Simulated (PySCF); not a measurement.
## A ladder of Hamiltonians for Rh⁴¹⁺ (rhodium, charge +41)

Occupied: 1s1/2, 2s1/2. Hartree-Fock calculated with PySCF 2.14 in an uncontracted even-tempered set (16 s from 6.5 bohr⁻², ratio 2.7; 12 p from 7.8 bohr⁻², ratio 2.7), Gaussian nucleus throughout. NR is non-relativistic, sf-X2C the spin-free one-electron X2C Hamiltonian, X2C adds the bare one-electron spin-orbit term, X2C-SNSO screens it by Boettger's factors, DC is four-component Dirac-Coulomb, and the Gaunt and Breit terms are added at first order (total energies over the DC spinors, levels after relaxing the spinors in that mean field). QED terms are absent. Levels marked empty are virtual spinors of this ion.

| Hamiltonian | E (hartree) | E − E(DC) (hartree) | CPU seconds |
| --- | --- | --- | --- |
| NR | -2461.2785 | 72.5828 | 0.13 |
| sf-X2C | -2533.1336 | 0.7278 | 0.08 |
| X2C | -2533.1336 | 0.7278 | 0.08 |
| X2C-SNSO | -2533.1336 | 0.7278 | 0.08 |
| DC | -2533.8614 | 0.0000 | 1.5 |
| DC+Gaunt | -2532.3526 | 1.5088 | 2.6 |
| DC+Breit | -2532.3826 | 1.4787 | 22 |

| level (eV) | NR | sf-X2C | X2C | X2C-SNSO | DC | DC+Gaunt | DC+Breit |
| --- | --- | --- | --- | --- | --- | --- | --- |
| 1s1/2 | -26318.9 | -27031.4 | -27031.4 | -27031.4 | -27048.9 | -27012.7 | -27013.1 |
| 2s1/2 | -6228.8 | -6441.8 | -6441.8 | -6441.8 | -6443.6 | -6439.5 | -6439.9 |
| 2p1/2 (empty) | -5976.7 | -6057.2 | -6176.0 | -6170.4 | -6172.0 | -6164.5 | -6165.6 |
| 2p3/2 (empty) | -5976.7 | -6057.2 | -6002.9 | -6005.2 | -6005.6 | -6001.2 | -6002.3 |
| 3s1/2 (empty) | -2632.9 | -2704.5 | -2704.5 | -2704.5 | -2705.0 | -2703.8 | -2704.0 |

```json
{"interval (eV)": "2p3/2 − 2p1/2", "X2C": "173.1", "X2C-SNSO": "165.2", "DC": "166.4", "DC+Gaunt": "163.2", "DC+Breit": "163.2"}
```

Weight of the small component: 1s1/2 0.0273, 2s1/2 0.00642, 2p1/2 0.00631, 2p3/2 0.00613, 3s1/2 0.00270.

Koopmans' value for the highest occupied level at DC+Breit: 6439.9 eV, against an ionisation energy of 6444 ± 6 eV (semi-empirical (NIST evaluation); NIST Atomic Spectra Database, ionization energies); the former lacks relaxation, correlation, QED and recoil.

The whole ladder took 27 s of wall time on 1 thread of Intel(R) Xeon(R) 6975P-C (shared host), launched as `OMP_NUM_THREADS=1 python relrun2.py TASK.json OUT` (a driver that calls PySCF for each Hamiltonian).
